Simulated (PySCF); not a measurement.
Species: `CO[Si@@H]([SiH3])NC(C)=O`. The columns A, B, C and D hold Mulliken, IAO, Hirshfeld and ESP-fitted charges (e) of one PBE0/pcSseg-1 density (PySCF), in a shuffled order. Coordinates in Å (GFN2-xTB); the density's dipole moment is (-0.01, -3.45, -0.70) D.

```csv
atom,x,y,z,A,B,C,D
C1,1.905,-1.816,1.913,-0.199,-0.011,-0.139,-0.035
O2,1.091,-1.452,0.844,-0.640,-0.633,-0.353,-0.232
Si3,-0.053,-0.290,0.890,+0.974,+0.792,+0.633,+0.366
Si4,0.623,1.903,0.988,+0.287,+0.172,+0.112,+0.183
N5,-0.712,-0.533,-0.722,-0.602,-0.596,-0.786,-0.199
C6,-1.193,0.523,-1.391,+0.448,+0.377,+0.839,+0.187
C7,-1.782,0.244,-2.755,-0.477,-0.256,-0.617,-0.121
O8,-1.154,1.649,-0.920,-0.502,-0.478,-0.563,-0.240
H9,2.626,-2.553,1.558,+0.155,+0.121,+0.110,+0.051
H10,2.437,-0.950,2.312,+0.130,+0.103,+0.090,+0.041
H11,1.308,-2.253,2.717,+0.129,+0.098,+0.090,+0.040
H12,-1.138,-0.766,1.775,-0.156,-0.107,-0.121,-0.091
H13,-0.442,2.805,1.405,-0.088,-0.046,-0.029,-0.073
H14,1.666,2.031,2.042,-0.145,-0.107,-0.120,-0.105
H15,1.305,2.373,-0.219,-0.088,-0.050,-0.020,-0.073
H16,-0.733,-1.429,-1.182,+0.279,+0.200,+0.373,+0.137
H17,-1.009,-0.150,-3.413,+0.162,+0.139,+0.163,+0.055
H18,-2.176,1.165,-3.176,+0.174,+0.146,+0.171,+0.056
H19,-2.579,-0.492,-2.674,+0.160,+0.136,+0.167,+0.053
```

Which column most likely holds the ESP-fitted charges?

C. Σ q r misses the density's dipole by 0.07 D (C), 1.00 D (D), 1.40 D (B), 1.66 D (A). Charges fitted to the outside potential are the only set here that is tied to the molecule's multipoles.

And the Hirshfeld charges?

D. The mean sizes are 0.123 e (D), 0.240 e (B), 0.289 e (C), 0.305 e (A), and Hirshfeld charges are commonly the smallest of these schemes.

As computed, A = IAO, B = Mulliken, C = ESP-fitted, D = Hirshfeld. Hydrogens on carbon: IAO +0.13 to +0.17, Mulliken +0.10 to +0.15, ESP-fitted +0.09 to +0.17, Hirshfeld +0.04 to +0.06 e.

The IAO scheme counts the electrons in orthogonalised intrinsic atomic orbitals, a minimal basis polarised so that it spans the occupied orbitals exactly. The ESP scheme fits charges at the nuclei, held to the total charge, to the electrostatic potential on points at 1.4 to 2.0 times the van der Waals radii.

One conformer (not necessarily the lowest) at the GFN2-xTB geometry, without solvent, vibrations or thermal averaging.

The values belong to the conformer `[CH3:1][O:2][Si@@H:3]([SiH3:4])[NH:5][C:6]([CH3:7])=[O:8]`: C1–O2–Si3–Si4 72°, O2–Si3–N5–C6 -148°, Si3–N5–C6–C7 -178°.
